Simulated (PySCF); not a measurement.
From one molecule to another.

First species: C₄H₁₄OSi₃.
Numbering: `[O:1]=[CH:2][SiH2:3][CH2:4][C@@H:5]([SiH3:6])[CH2:7][SiH3:8]` (hydrogens: H9 on C2; H10, H11 on Si3; H12, H13 on C4; H14 on C5; H15, H16, H17 on Si6; H18, H19 on C7; H20, H21, H22 on Si8)

Second species: C5H8O5.
Z-matrix (Å and degrees, GFN2-xTB geometry), rows numbered from 1:
```
C 
O   1  1.4270
C   2  1.3798  1  119.02
O   3  1.3789  2  116.10  1    77.92
C   4  1.4265  3  118.69  2   -71.81
C   3  1.5499  2  107.67  1  -161.73
O   6  1.4070  3  104.31  2   117.75
C   7  1.3371  6  110.98  3    -0.31
O   8  1.1820  7  125.39  6  -179.91
O   8  1.3546  7  110.94  6     0.03
H   1  1.0885  2  105.04  3   155.23
H   1  1.0902  2  111.01  3    36.73
H   1  1.0916  2  111.17  3   -86.45
H   5  1.0886  4  105.13  3  -156.09
H   5  1.0921  4  110.87  3    85.73
H   5  1.0906  4  111.05  3   -37.49
H   6  1.0918  3  110.39  2    -0.67
H   6  1.0915  3  110.37  2  -123.82
```

Levels: PBE0/pcSseg-1 for dipole moment, HOMO energy, LUMO energy and HOMO–LUMO gap; GFN2-xTB for rotational constant A and rotational constant C. Geometries: GFN2-xTB. Each species is one conformer at its optimised geometry, gas phase, non-relativistic unless stated; the electronic structure was computed with PySCF and density fitting.

The conformers computed, where there is a choice (atom-mapped SMILES and torsion angles):
- `[O:1]=[CH:2][SiH2:3][CH2:4][C@@H:5]([SiH3:6])[CH2:7][SiH3:8]`: O1–C2–Si3–C4 124°, C2–Si3–C4–C5 -52°, Si3–C4–C5–Si6 -61°, C4–C5–C7–Si8 61°
- `[CH3:1][O:2][C:3]1([O:4][CH3:5])[CH2:6][O:7][C:8](=[O:9])[O:10]1`: C1–O2–C3–O4 78°, O2–C3–O4–C5 -72°

Question: Which has the higher HOMO–LUMO gap?

Answer: The second: 9.41 eV against 5.45 eV, a difference of 3.96 eV.

Question: Which has the higher HOMO energy?

Answer: The first: -6.90 eV against -8.30 eV, a difference of 1.40 eV.

Question: Which has the higher rotational constant A?

Answer: The second: 2.126 GHz against 1.020 GHz, a difference of 1.106 GHz.

Question: Which of the two has the higher rotational constant C, and by how much?

Answer: The second: 1.022 GHz against 0.653 GHz, a difference of 0.369 GHz.

Question: Which of the two has the higher LUMO energy, and by how much?

Answer: The second: 1.11 eV against -1.45 eV, a difference of 2.56 eV.

Question: Which of the two has the higher dipole moment, and by how much?

Answer: The second: 4.80 D against 2.74 D, a difference of 2.06 D.

On the first: The dipole equals about 9.1 × 10⁻³⁰ C·m (1 D = 3.33564 × 10⁻³⁰ C·m). A dipole of 2.74 D is allowed in C1, and pure rotational transitions are dipole-allowed.

On the second: In atomic units the dipole is 1.89 e·bohr (1 au = 2.5417 D).
